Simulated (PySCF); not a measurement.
Calculated NMR parameters of C=C[C@]1(Cl)C[C@@H]2O[C@@H]2C1

```yaml
Formula: C7H9ClO
SMILES: C=C[C@]1(Cl)C[C@@H]2O[C@@H]2C1
Point_group_of_the_computed_structure: Cs
Degrees_of_unsaturation: 3
Carbon_signals: 5
Proton_signals: 6
```

Atoms are numbered as in `[CH2:1]=[CH:2][C@:3]1([Cl:4])[CH2:5][C@@H:6]2[O:7][C@@H:8]2[CH2:9]1`. Each H is labelled by its parent atom. Ha(C1) is cis to C3; Ha(C5), Ha(C9) are cis to O7 on the ring; Hb(C1) is trans to C3; Hb(C5), Hb(C9) are trans to O7 on the ring.

Averaged over atoms made equivalent by symmetry, fast rotation or ring inversion, no solvent model, a single conformation, no relativistic terms. Structure optimised with GFN2-xTB; GIAO PBE0/pcSseg-1 shieldings; PySCF 2.14.0 with density-fitted response routines.

References, each an isolated molecule treated in the same way: TMS for 1H (31.72 ppm) and 13C (186.93 ppm); 17O (336.08 ppm) vs H2O.

```tsv
carbon	δC, type	δH (multiplicity)	HMBC from (2–3 bonds)	span of the C tensor (ppm)
C1	116.6, CH2	Ha(C1) 5.83 (m); Hb(C1) 5.30 (m)	H(C2)	206
C2	153.9, CH	6.37 (m)	Ha(C1), Hb(C1), Ha(C5)/Ha(C9), Hb(C5)/Hb(C9)	228
C3	75.6, C	–	H(C2), Ha(C1), Hb(C1), H(C6)/H(C8), Ha(C5)/Ha(C9), Hb(C5)/Hb(C9)	45
C5/C9	49.4, CH2	Hb(C5) 2.31 (m); Ha(C5) 2.47 (m)	H(C2), H(C6)/H(C8), Ha(C5)/Ha(C9), Hb(C5)/Hb(C9)	60
C6/C8	54.5, CH	3.23 (m)	H(C6)/H(C8), Ha(C5)/Ha(C9), Hb(C5)/Hb(C9)	96
```

Other nuclei:
| atoms | nucleus | environment | δ (ppm) | σ (ppm) |
| --- | --- | --- | --- | --- |
| O7 | 17O | ether oxygen | 30.9 | 305.2 |

Carbon types of the structure: 1 × C, 3 × CH, 3 × CH2, which accounts for all hydrogens. δC 153.9: alkene CH; as expected for a trigonal carbon in a double bond. δC 116.6: terminal =CH2 carbon; an sp2 carbon of a C=C bond. δC 75.6: allylic fully substituted sp3 carbon bonded to Cl; deshielded by the electronegative neighbour. δC 54.5: epoxide ring carbon; pulled downfield by the heteroatom. δH 3.23: hydrogen on an epoxide ring carbon; its carbon carries O, an electronegative neighbour.

Carbons that carry Cl, above all several Cl atoms, come out too deshielded, partly because spin–orbit coupling is missing. Shifts are as computed. Against solution values, carbons near 30 ppm lie about +3 ppm off and those near 130 ppm about +5 ppm; carbons on Cl a further +6 ppm. Of 1211 compounds with measured shifts, 218 miss one by over three times the rms of a fit or turn the order of signals round; such compounds aren't used in these exercises. Experimental scales use liquid or dissolved standards, which lie at an offset from isolated H2O (liquid H2O: subtract about 36 ppm). No couplings were computed; multiplicities are counted from neighbouring protons, with m where these are inequivalent, close in shift, in a saturated or five-membered ring or joined by F or P, and br s for small geminal =CH2 splittings.
